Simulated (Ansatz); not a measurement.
`NB(N)F` + `CSC(F)[SiH3]` → `NB(F)[SiH3]` + `CSC(N)F`  (formal exchange of groups at a B–N bond)

Calculated with Ansatz (gas phase, PBE0-D4/def2-TZVP geometries, no zero-point term in ΔE). CCSD(T)/CBS adds triple-zeta CCSD(T) − MP2 to the extrapolated MP2 energy (def2 sets, frozen cores). DFT in def2-TZVPP. B3LYP here is the variant with VWN-RPA as its local correlation; programs differ in this. One conformer a species, not always the lowest.

`NB(N)F`:

Cartesian coordinates in Å:
```
N -0.059 1.260 -0.119
B -0.037 -0.116 -0.423
N 0.095 -1.148 0.528
F -0.151 -0.472 -1.720
H -0.155 1.950 -0.840
H 0.018 1.635 0.807
H 0.186 -0.998 1.515
H 0.104 -2.112 0.252
```

`CSC(F)[SiH3]`:

Cartesian coordinates in Å:
```
C 0.846 0.801 -1.987
S -0.166 1.099 -0.527
C -0.194 -0.515 0.210
F -1.036 -1.398 -0.472
Si -0.750 -0.358 2.027
H 0.910 1.747 -2.526
H 0.378 0.058 -2.631
H 1.851 0.484 -1.707
H 0.812 -0.947 0.161
H 0.378 0.197 2.816
H -1.926 0.542 2.109
H -1.102 -1.710 2.527
```

`NB(F)[SiH3]`:

Cartesian coordinates in Å:
```
N 0.915 1.322 0.382
B 0.020 0.310 0.715
F -0.415 0.254 1.984
Si -0.635 -1.061 -0.631
H 1.241 2.001 1.052
H 1.289 1.437 -0.543
H -0.249 -2.440 -0.222
H -2.118 -1.022 -0.760
H -0.049 -0.801 -1.978
```

`CSC(N)F`:

Cartesian coordinates in Å:
```
C -0.989 0.164 -1.653
S -0.119 1.124 -0.408
C 0.236 -0.178 0.784
N 1.075 0.355 1.770
F 0.800 -1.282 0.119
H -1.899 -0.278 -1.244
H -0.347 -0.612 -2.066
H -1.264 0.863 -2.443
H -0.685 -0.560 1.230
H 1.248 -0.294 2.524
H 1.946 0.697 1.386
```

| level | ΔE (kJ/mol) | difference from CCSD(T)/CBS |
| --- | --- | --- |
| PBE-D4 | 108.2 | -15.7 |
| r2SCAN-D4 | 119.2 | -4.7 |
| PBE0-D4 | 115.0 | -8.9 |
| B3LYP-D4 | 121.8 | -2.1 |
| ωB97X-V | 115.9 | -8.0 |
| ωB97M-V | 123.5 | -0.4 |
| B2PLYP | 122.7 | -1.2 |
| PBE | 107.0 | -16.9 |
| r2SCAN | 118.9 | -5.0 |
| PBE0 | 114.0 | -9.9 |
| B3LYP | 119.9 | -4.0 |
| HF/def2-TZVPP | 130.6 | 6.7 |
| MP2/def2-TZVPP | 127.4 | 3.5 |
| SCS-MP2/def2-TZVPP | 125.5 | 1.6 |
| CCSD/def2-TZVPP | 121.9 | -2.0 |
| CCSD(T)/def2-TZVPP | 119.3 | -4.6 |
| HF/def2-QZVPP | 132.0 | 8.1 |
| MP2/def2-QZVPP | 130.5 | 6.6 |
| SCS-MP2/def2-QZVPP | 128.7 | 4.8 |
| HF/CBS(def2) | 132.2 | 8.3 |
| MP2/CBS(def2) | 132.0 | 8.1 |
| CCSD/CBS(def2) | 126.6 | 2.7 |
| CCSD(T)/CBS | 123.9 | 0 |

Largest T1 diagnostic among the species: 0.013.

In def2-TZVPP, CCSD(T) changes the Hartree–Fock value by −11.3 kJ/mol (the triples alone add −2.7 kJ/mol) and MP2 by −3.2 kJ/mol. From PBE to PBE0 (25 % exact exchange), in def2-TZVPP and without D4, ΔE moves by +7.0 kJ/mol.
